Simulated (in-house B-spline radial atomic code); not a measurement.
Atomic self-consistent-field run: Ni²⁺. Computed with a radial B-spline atomic code at the basis-set limit: non-relativistic LDA VWN5, spin-polarised, spherical fractional occupations, point nucleus.

Command:
```bash
python run_scf.py task.json out
```
Settings:
```
Z                28
configuration    [Ar] 3d8
hamiltonian      nr
method           lda,vwn
spin_polarised   True
```

Output (hartree, bohr):
```
 radial grid: 49 intervals, B-splines of order 8, outer radius 25.5556 bohr

 iter        energy (Eh)    residual
    1       -1493.554169    4.10e-01
    2       -1493.794593    7.30e-01
    3       -1504.484576    6.42e-02
    4       -1504.611721    3.66e-02
    5       -1504.623115    2.00e-02
    6       -1504.627586    1.16e-02
    7       -1504.632025    2.80e-04
    8       -1504.632025    5.11e-05
    9       -1504.632025    3.57e-07
   10       -1504.632025    6.23e-08

 total energy                     -1504.63203
 kinetic                            1502.9690
 electron-nucleus                  -3575.3848
 Hartree                             627.6202
 exchange-correlation                -59.8365

 orbital      occ     eigenvalue          <r>       <r^2>       <1/r>       r_max
 1s up      1.000      -298.5931     0.054918  0.00404206     27.4687      0.0362
 1s down    1.000      -298.5926    0.0549177  0.00404199     27.4688      0.0362
 2s up      1.000       -36.0384      0.24888    0.073024     5.93551       0.208
 2s down    1.000       -35.9935     0.248717   0.0729243     5.93979      0.2079
 2p up      3.000       -31.5906     0.216937   0.0577124     5.90284      0.1661
 2p down    3.000       -31.5566     0.216757   0.0576093     5.90672       0.166
 3s up      1.000        -4.7078      0.75129    0.652277     1.88493      0.6482
 3s down    1.000        -4.6272     0.752912    0.655335     1.88015      0.6488
 3p up      3.000        -3.3509     0.782823     0.72366     1.76009      0.6501
 3p down    3.000        -3.2720     0.785579    0.729313     1.75385      0.6509
 3d up      5.000        -1.0946     0.954606     1.18615     1.40051      0.6239
 3d down    3.000        -1.0224     0.975789     1.24844     1.38048      0.6278

 Slater integrals (Eh)
   F0(3p up,3p up)               1.155470
   F2(3p up,3p up)               0.575911
   F0(3p up,3p down)             1.153554
   F2(3p up,3p down)             0.574814
   F0(3p up,3d up)               1.055444
   F2(3p up,3d up)               0.493556
   G1(3p up,3d up)               0.610351
   G3(3p up,3d up)               0.368873
   F0(3p up,3d down)             1.044485
   F2(3p up,3d down)             0.486340
   F0(3p down,3p down)           1.151646
   F2(3p down,3p down)           0.573726
   F0(3p down,3d up)             1.053867
   F2(3p down,3d up)             0.492838
   F0(3p down,3d down)           1.042944
   F2(3p down,3d down)           0.485657
   G1(3p down,3d down)           0.601043
   G3(3p down,3d down)           0.362457
   F0(3d up,3d up)               0.976582
   F2(3d up,3d up)               0.445558
   F4(3d up,3d up)               0.275959
   F0(3d up,3d down)             0.967113
   F2(3d up,3d down)             0.439883
   F4(3d up,3d down)             0.272189
   (list cut)
```

Run time, properties included: 0.11 s on 1 thread of Arm Neoverse V2, with other jobs on the host.
